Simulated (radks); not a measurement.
Task: Species: Sc2+. Configuration: [Ar] 3d1 (the NIST ground configuration). All-electron calculation, non-relativistic Kohn-Sham, Slater X-alpha with alpha = 0.683, spin-polarised, spherical densities, point nucleus; open shells are filled with parallel spins first. Program: a radial shooting solver on a logarithmic mesh with Libxc functionals. Some entries of the table are withheld. Estimate them.

orbital  occ.  eigenvalue (eV)  <r> (bohr)  <1/r> (bohr^-1)
1s down     1        -4376.023     0.07373            20.49
1s up       1        -4376.011     0.07373            20.49
2s up       1        -482.9655      0.3471            4.238
2s down     1        -482.6564      0.3469            4.240
2p up       3        -402.2472      0.3090            4.179
2p down     3        -402.0099      0.3088            4.181
3s up       1         -68.7601       1.082              (1)
3s down     1         -67.7155       1.082              (2)
3p up       3         -48.1733       1.167              (3)
3p down     3         -47.1143       1.165              (4)
3d up       1         -17.5869       1.573           0.8411
3d down     0         -16.4619       1.567           0.8444

Result: 
(1) 3s up <1/r> (bohr^-1): 1.297
(2) 3s down <1/r> (bohr^-1): 1.297
(3) 3p up <1/r> (bohr^-1): 1.175
(4) 3p down <1/r> (bohr^-1): 1.177
